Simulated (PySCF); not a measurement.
Geometry (Å), atoms numbered from 1 in this order:
```xyz
13

C    -1.324   -0.849   -0.398
S     0.217   -0.035   -0.814
C     1.367   -0.893    0.259
B    -0.017    1.791    0.297
F    -1.032    2.398   -0.360
F    -0.322    1.351    1.548
F     1.207    2.354    0.168
H    -2.111   -0.318   -0.932
H    -1.295   -1.887   -0.726
H    -1.500   -0.780    0.675
H     1.033   -0.816    1.293
H     1.455   -1.934   -0.050
H     2.329   -0.394    0.148
```

Geometry: PBE0-D3(BJ)/def2-TZVP; GIAO absolute shieldings from PySCF 2.14, gas phase, non-relativistic, averaged over equivalent atoms.

At PBE0/pcSseg-2 (343 basis functions, 72 s wall time on 1 thread of an Arm Neoverse V1, shared host):
```csv
atoms,σ (ppm)
C1/C3,164.8
S2,532.6
B4,96.7
F5/F6/F7,320.8
H8/H9/H10/H11/H12/H13,29.40
```

Problem. Estimate the result of repeating the calculation with B97-2/pcSseg-2.

Solution. 
```
                atoms  σ at B97-2/pcSseg-2  change
                C1/C3                163.7    -1.1
                   S2                531.6    -1.0
                   B4                 97.7    +1.0
             F5/F6/F7                324.2    +3.4
H8/H9/H10/H11/H12/H13                29.50   +0.10
```

The largest change is at F5/F6/F7 (fluorine bonded to B). Cost: 343 basis functions, 60 s wall time on 1 thread of an Arm Neoverse V1, shared host.
